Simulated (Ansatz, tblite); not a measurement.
Isomers of Ba2O2 (singlet), found by a short tight-binding search and relaxed with PBE0-D4/def2-TZVP in Ansatz.

In the def2 sets Ba takes a core potential; there is no spin–orbit coupling. The xTB rows come from tblite. HSE06 is defined as in plane-wave codes, on full-range PBE exchange. Correlated methods freeze 2 core orbitals; core or outer-core shells of Ba are correlated, in sets that lack core-valence functions.

Run but left out: HF/def2-TZVPP (B: restricted singlet, unstable towards broken spin symmetry).

A: At CCSD(T)/def2-TZVPP T1 of the charge 0 singlet is large (up to 0.022), so the single-reference result is doubtful. B: The restricted singlet is unstable towards broken spin symmetry in Hartree–Fock (as tested in another run); at PBE-D4/def2-TZVP, r2SCAN-D4/def2-TZVP, PBE0-D4/def2-TZVP, r2SCAN0-D4/def2-TZVP and others this wasn't settled. At CCSD(T)/def2-TZVPP T1 of the charge 0 singlet is large (up to 0.022), so the single-reference result is doubtful. At CCSD(T)/def2-TZVPP the restricted singlet (for correlated methods, its reference) is unstable: a solution with broken spin symmetry lies lower. It holds 1 O–O bond.

Other spin states were run for one of them alone.

A:

Cartesian coordinates in Å:
```
Ba 1.4703 -0.5128 0.7538
Ba -1.4702 0.5125 -0.7541
O -0.7183 -0.9807 0.7337
O 0.7182 0.9809 -0.7333
```

B:

Cartesian coordinates in Å:
```
Ba -0.936 0.343 -1.747
Ba -0.088 0.268 1.992
O 0.149 -0.942 -0.053
O 0.875 0.330 -0.192
```

Problem. Estimate their order by electronic energy at PBE0-D4/def2-TZVP, counted from the lowest.

Solution. A (0.00) < B (3.53), in eV.

Problem. Do the other levels pick the same lowest one?

Solution. Not GFN2-xTB. Energies above each level's lowest (eV):

```csv
level,A,B
GFN1-xTB,0.00,1.69
GFN2-xTB,1.15,0.00
PBE-D4/def2-TZVP,0.00,3.58
r2SCAN-D4/def2-TZVP,0.00,3.75
PBE0-D4/def2-TZVP,0.00,3.53
r2SCAN0-D4/def2-TZVP,0.00,3.65
HSE06-D4/def2-TZVP,0.00,3.48
MP2/def2-TZVPP,0.00,3.85
CCSD/def2-TZVPP,0.00,3.20
CCSD(T)/def2-TZVPP,0.00,3.25
```
Point groups (tolerance 0.1 Å): A D2h, B C2v. Lower isomers may exist.
